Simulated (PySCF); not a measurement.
## Magnetic susceptibility: `[SiH3]C[Si@@H]([SiH3])[GeH3]`, CH12GeSi3

Geometry (Å), atoms numbered from 1 in this order:
```xyz
17

Si   -2.4285   -0.4221   -0.0254
C    -1.3089   -0.1063    1.4537
Si    0.4517    0.4456    1.0308
Si    1.5640   -1.1447   -0.2914
Ge    0.4381    2.5242   -0.1468
H    -2.5745    0.8267   -0.8350
H    -1.8407   -1.4830   -0.9006
H    -3.7859   -0.8661    0.4163
H    -1.7740    0.6676    2.0888
H    -1.2505   -1.0267    2.0600
H     1.2396    0.6381    2.2920
H     1.0015   -1.1635   -1.6772
H     3.0158   -0.7930   -0.3755
H     1.4366   -2.5181    0.2911
H    -0.5257    3.5272    0.5193
H    -0.0088    2.3284   -1.6081
H     1.8506    3.1392   -0.1555
```

The calculation used GIAO KT3/pcSseg-1 magnetisability, rotational g tensor and spin-rotation constants, non-relativistic, gas phase in PySCF 2.14.0. Geometry: PBE0-D3(BJ)/def2-SVP.

The calculation is non-relativistic, which matters for the atoms heavier than Zn.

What are the magnetisability and the molar susceptibility?

Isotropic -1690 × 10⁻³⁰ J/T², or -101.8 × 10⁻⁶ cm³/mol; principal values -1751, -1674, -1645 × 10⁻³⁰ J/T², anisotropy 95 × 10⁻³⁰ J/T² (root of half the summed squared differences of the principal values). The susceptibility is in cgs units.

Split it along the inertial axes a, b, c into diamagnetic and paramagnetic parts about the centre of mass, with the quadrupole moment.


```csv
axis,χ (10⁻⁶ cm³/mol),diamagnetic (10⁻⁶ cm³/mol),paramagnetic (10⁻⁶ cm³/mol),summed x² of all electrons (Å²),quadrupole Θ (D Å)
a,-101.8,-1020.3,918.4,256.1,-0.08
b,-102.0,-1343.2,1241.2,180.0,-1.00
c,-101.5,-1850.0,1748.6,60.5,+1.09
```
Anisotropies 2χaa − χbb − χcc = -0.1 and 2χbb − χaa − χcc = -0.8 × 10⁻⁶ cm³/mol. Θ is traceless in Buckingham's convention.

And the rotational g tensor?


| axis | rotational constant (GHz) | g | nuclear part | electronic part |
| --- | --- | --- | --- | --- |
| a | 1.4074 | -0.0169 | 0.5904 | -0.6073 |
| b | 0.9481 | -0.0110 | 0.5418 | -0.5528 |
| c | 0.6736 | -0.0084 | 0.5449 | -0.5533 |

Asymmetric top; isotopes 12C, 74Ge, 1H, 28Si; no vibrational averaging.
